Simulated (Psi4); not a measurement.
Two rigid molecules brought together: CH2O ··· C3H6O (SMILES C=O and CC(C)=O). Monomers: optimised at B3LYP-D3(BJ) (def2-TZVP), held rigid. Orientation: a random orientation, not optimised. Only R, the distance of the centres of mass, is varied, so the lowest point isn't the relaxed dimer.

Geometry at R = 3.88 Å (first 4 atoms: monomer A):
```
14

C     -0.0058     0.0010    -0.0002
O      1.1739    -0.2080     0.0422
H     -0.7481    -0.8207    -0.0139
H     -0.4201     1.0277    -0.0281
C      0.2391     4.4940     0.7590
C     -0.3038     3.3453     1.5801
C      0.7177     2.4830     2.2883
O     -1.4899     3.1284     1.6661
H      0.8451     5.1537     1.3850
H     -0.5794     5.0557     0.3154
H      0.8952     4.1146    -0.0287
H      0.2203     1.6772     2.8226
H      1.4280     2.0682     1.5688
H      1.2961     3.0886     2.9909
```

Computed with SAPT0/jun-cc-pVDZ, frozen core in Psi4.

Components in kJ/mol:

| R / Å | electrostatics | exchange | induction | dispersion | total |
|---|---|---|---|---|---|
| 3.29 | -31.52 | 68.17 | -9.29 | -19.61 | 7.74 |
| 3.51 | -19.23 | 34.28 | -5.04 | -13.33 | -3.32 |
| 3.65 | -14.57 | 22.04 | -3.46 | -10.51 | -6.50 |
| 3.88 | -9.87 | 10.61 | -1.93 | -7.20 | -8.39 |
| 4.08 | -7.51 | 5.60 | -1.20 | -5.24 | -8.36 |
| 4.27 | -6.07 | 3.04 | -0.79 | -3.91 | -7.75 |
| 4.60 | -4.53 | 1.05 | -0.42 | -2.42 | -6.33 |
| 4.88 | -3.72 | 0.42 | -0.26 | -1.65 | -5.20 |
| 5.37 | -2.78 | 0.09 | -0.13 | -0.88 | -3.70 |
| 6.06 | -1.96 | 0.01 | -0.06 | -0.40 | -2.41 |
| 7.10 | -1.25 | 0.00 | -0.02 | -0.15 | -1.41 |
| 8.38 | -0.78 | 0.00 | -0.01 | -0.05 | -0.83 |
